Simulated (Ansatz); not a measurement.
## Molecular dynamics of CH₅BFP

The input (input.yaml):

```yaml
crystal:
  periodic: [false, false, false]
  atoms:
    - { symbol: F, position_ang: [-1.158623, 1.029966, -1.060213] }
    - { symbol: C, position_ang: [0.167515, 1.040415, -0.700985] }
    - { symbol: B, position_ang: [0.613761, -0.189045, 0.1488] }
    - { symbol: P, position_ang: [-0.512155, -1.664225, 0.433642] }
    - { symbol: H, position_ang: [0.778984, 1.09926, -1.613028] }
    - { symbol: H, position_ang: [0.375991, 1.963841, -0.141752] }
    - { symbol: H, position_ang: [1.757299, -0.238097, 0.503556] }
    - { symbol: H, position_ang: [-1.758735, -1.050655, 0.662512] }
    - { symbol: H, position_ang: [-0.175539, -2.03796, 1.750368] }
basis:
  gaussian: { orbitals: def2-SVP }
hamiltonian:
  xc: { name: BHLYP }
  dispersion: d4
md:
  timestep: 1.0
  n_steps: 100
  ensemble: nvt_nose_hoover
  temperature: 300.0
  initial_velocities: maxwell_boltzmann
  seed: 523581
  nose_hoover: { tau: 3.0, chain_length: 1 }
```

Command:

```bash
$ ansatz run input.yaml --threads 1 --pin off --max-ram 2048MiB --backend cpu --events-out ev --progress --plain --runs-dir out
```

It starts from a relaxed structure.

Output, in part (step lines, the closing report, with atoms numbered from 0):

```
md step     0: t =     0.00 fs  T =   300.0 K  F+E_penalty+E_count = -13791.50919459 eV  E_kin = 0.271446 eV  conserved = -13791.23774859 eV  (25 SCF iters)
[... lines left out ...]
Total energy: -13791.21158697 eV, -506.8176778021 hartree
Atom 0 at    -1.177349     1.117707    -1.032589 Å, force     0.667333    -0.075934    -0.371818 eV/Å
Atom 1 at     0.183796     1.008963    -0.794230 Å, force    -0.743011    -0.010317     1.807068 eV/Å
Atom 2 at     0.579639    -0.130332     0.227358 Å, force    -0.681645    -0.593000    -0.968732 eV/Å
Atom 3 at    -0.486709    -1.722704     0.441612 Å, force    -0.995043     1.568839    -0.575550 eV/Å
Atom 4 at     0.770997     0.832459    -1.696767 Å, force    -0.144161     0.212624    -0.397981 eV/Å
Atom 5 at     0.521826     1.954736    -0.309615 Å, force    -0.088506    -0.301910    -0.580860 eV/Å
Atom 6 at     1.716429    -0.058181     0.464166 Å, force     0.912140    -0.149451     0.702167 eV/Å
Atom 7 at    -1.758665    -1.005737     0.423928 Å, force     0.711921    -0.736213    -0.055287 eV/Å
Atom 8 at    -0.529622    -2.098528     1.782992 Å, force     0.360971     0.085361     0.440993 eV/Å
Dipole moment:     0.299666     0.061345     0.193949 e Å
```

The steps, from the saved trajectory:

```csv
time (fs),T (K),potential energy less start (eV),conserved less start (meV/atom)
0.0,300,0.000,0.00
3.0,227,0.085,0.36
6.0,269,0.144,0.19
9.0,322,0.279,0.62
12.0,493,0.263,0.30
15.0,251,0.311,0.53
18.0,248,0.224,0.23
21.0,294,0.164,0.28
24.0,320,0.131,0.18
27.0,228,0.195,0.30
30.0,240,0.249,0.27
33.0,346,0.337,0.47
36.0,383,0.440,0.53
39.0,267,0.538,0.64
42.0,265,0.557,0.49
45.0,331,0.579,0.65
48.0,356,0.589,0.72
51.0,330,0.538,0.70
54.0,333,0.386,0.34
57.0,242,0.306,0.27
60.0,205,0.285,0.22
63.0,242,0.317,0.33
66.0,401,0.350,0.29
69.0,327,0.474,0.67
72.0,295,0.470,0.48
75.0,304,0.435,0.50
78.0,361,0.332,0.27
81.0,257,0.302,0.39
84.0,270,0.233,0.20
87.0,293,0.201,0.23
90.0,286,0.211,0.20
93.0,259,0.271,0.35
96.0,335,0.288,0.31
99.0,379,0.287,0.34
```

All steps were run. The conserved energy stayed within 0.74 meV per atom of its start (net change 0.44 meV per atom), so the integration is sound. A run of 0.1 ps of so small a system gives no equilibrium averages.

The same pairs are bonded in the first frame and the last. Pairs count as bonded within 1.25 times the sum of covalent radii (0.12 Å more for H–H).

Last frame:

```xyz
9
Properties=species:S:1:pos:R:3
F -1.177 1.118 -1.033
C 0.184 1.009 -0.794
B 0.580 -0.130 0.227
P -0.487 -1.723 0.442
H 0.771 0.833 -1.697
H 0.522 1.955 -0.310
H 1.716 -0.058 0.464
H -1.759 -1.006 0.424
H -0.530 -2.099 1.783
```

Run time: 3 min on 1 thread of Intel(R) Xeon(R) 6975P-C (Granite Rapids) (shared host), peak memory 0.17 GiB.
